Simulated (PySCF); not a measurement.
# Excitation energy of Tc⁺ by level of theory

Tc⁺ [Kr] 4d5 5s1 (7S) → Tc⁺ [Kr] 4d4 5s1 5p1 (high-spin determinant), as a difference of total energies. Computed with PySCF 2.14 in aug-cc-pwCVDZ-PP with ECP28MDF (6s6p5d3f, 70 functions), with scalar relativity through the core potential. Correlated levels: valence: 4s2 4p6 frozen; valence and next inner shell: nothing frozen outside the core potential. The calculations carry no spin-orbit coupling.

```json
{"method": "UHF", "excitation energy (eV)": "8.143"}
{"method": "LDA", "excitation energy (eV)": "8.831"}
{"method": "PBE", "excitation energy (eV)": "8.792"}
{"method": "PBE0", "excitation energy (eV)": "8.767"}
{"method": "r2SCAN", "excitation energy (eV)": "8.842"}
{"method": "MN15", "excitation energy (eV)": "8.726"}
{"method": "B3LYP", "excitation energy (eV)": "8.669"}
{"method": "BLYP", "excitation energy (eV)": "8.664"}
{"method": "CAM-B3LYP", "excitation energy (eV)": "8.540"}
{"method": "MP2 (valence)", "excitation energy (eV)": "8.678"}
{"method": "SCS-MP2 (valence)", "excitation energy (eV)": "8.321"}
{"method": "MP2 (valence and next inner shell)", "excitation energy (eV)": "8.719"}
{"method": "SCS-MP2 (valence and next inner shell)", "excitation energy (eV)": "8.452"}
```

Question: How much does correlation contribute at MP2 (valence and next inner shell)?

Answer: 8.719 − (8.143) = 0.576 eV, measured against UHF.

The determinant of the upper state mixes LS terms, which raises its energy above the lowest term, most at the Hartree-Fock and MP2 levels.
